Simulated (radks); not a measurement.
Results of a calculation; reference values are marked as such.
All-electron atom: H I in 1s1. Level of theory: Dirac Kohn-Sham, PBE, spin-unpolarised, spherical densities, finite nucleus; Gaussian nuclear charge, rms radius 0.8783 fm (a radial shooting solver on a logarithmic mesh with Libxc functionals).

Normalised radial functions P(r) = r R(r) (large component), r in bohr:

```
   r/bohr * 1s1/2 (the largest magnitude, 0.702, reaches the edge; | marks zero)
  0.08006 |          *
   0.0932 |            *
   0.1094 |              *
   0.1273 |                *
   0.1482 |                  *
   0.1726 |                     *
   0.2025 |                        *
   0.2358 |                           *
   0.2745 |                              *
   0.3221 |                                  *
   0.3749 |                                      *
   0.4365 |                                         *
   0.5122 |                                             *
   0.5963 |                                                *
   0.6942 |                                                   *
   0.8082 |                                                     *
   0.9484 |                                                      *
    1.104 |                                                      *
    1.285 |                                                     *
    1.508 |                                                  *
    1.756 |                                              *
    2.044 |                                         *
    2.399 |                                   *
    2.793 |                            *
    3.251 |                      *
    3.785 |                *
    4.442 |          *
    5.171 |      *
     6.02 |   *
```

1s1/2: eigenvalue -6.493 eV, 0 radial nodes, <r> = 1.64 bohr, 90 % of the charge inside 2.96 bohr.
